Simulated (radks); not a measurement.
Values are calculated unless marked as measured or tabulated.
Ionisation of the cerium ion Ce+, [Xe] 4f1 5d2, to Ce2+, [Xe] 4f2, under several functionals. Dirac Kohn-Sham, spin-unpolarised, spherical densities, finite nucleus; open shells are shared between the two j in proportion to 2j + 1; a radial shooting solver on a logarithmic mesh with Libxc functionals.

functional,E(Ce+) (hartree),Exc (hartree),IE (eV),-e(HOMO) (eV),<r> HOMO (bohr),IE error (eV)
RPBE,-8864.9119,-210.3929,9.559,7.054,2.877,-1.397
HCTH/407,-8869.8720,-215.5776,9.145,7.267,2.886,-1.811
"LDA (Slater exchange, Perdew-Zunger correlation)",-8857.9494,-203.3479,9.619,7.330,2.868,-1.337
"LDA (Slater exchange, Perdew-Wang correlation)",-8857.9479,-203.3465,9.608,7.325,2.868,-1.348
revPBE,-8864.8049,-210.2856,9.498,7.040,2.866,-1.458
PBE,-8864.5333,-210.0076,9.575,7.125,2.870,-1.381
exchange-only B88,-8862.3390,-207.7757,9.059,6.396,2.962,-1.897

NIST Atomic Spectra Database: 10.96 eV (semi-empirical). Closest: LDA (Slater exchange, Perdew-Zunger correlation). The Delta-SCF values span 0.56 eV, the total energies 11.92 hartree. The highest occupied level is 5d5/2. Spin polarisation and multiplet splitting are left out, so open shells lie too high by an amount that depends on their filling. Sharing an open shell by 2j + 1 raises it above the true ground level by a part of the spin-orbit splitting, which enters the differences from NIST.

Beside tabulated values, note that spin-unpolarised runs miss the spin-polarisation part of the exchange energy of open shells.
